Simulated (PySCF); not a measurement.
FH7OSi3, SMILES [Si@H](O)(F)[SiH2][SiH3].

Geometry: r2SCAN-D4/def2-SVP. The structure was generated by enumeration; whether it is a known compound was not checked. One conformer was computed; it need not be the lowest.

Two levels are set side by side: TDDFT-PBE/def2-SVPD (PySCF) and TDDFT-M06-2X/def2-SVPD (PySCF). Vertical, same geometry. The lowest singlet is HOMO→LUMO 87 % with PBE and HOMO→LUMO+1 92 % with the other functional; states are paired by order. Differences are taken from unrounded values.

```tsv
quantity	TDDFT-M06-2X
lowest singlet excitation (eV)	6.46
lowest triplet excitation (TDA) (eV)	5.83
first bright state (f over 0.05) (eV)	6.53
its oscillator strength	0.21
```

Q: What does TDDFT-PBE give, and how far is it from TDDFT-M06-2X? (An estimate is asked for; the answer gives what the named calculation found.)

A: 
```
quantity                               TDDFT-PBE  TDDFT-PBE minus TDDFT-M06-2X
-------------------------------------  ---------  ----------------------------
lowest singlet excitation (eV)              5.84                         -0.62
lowest triplet excitation (TDA) (eV)        5.22                         -0.61
first bright state (f over 0.05) (eV)       5.84                         -0.69
its oscillator strength                     0.08                         -0.13
```

Functionals without exact exchange tend to place singlet excitations lower, as here. Differences between two approximate levels are no errors against the true value.

Rough cost on one machine, each run with all the roots and properties that it gave: TDDFT-M06-2X against TDDFT-PBE about 10 times.
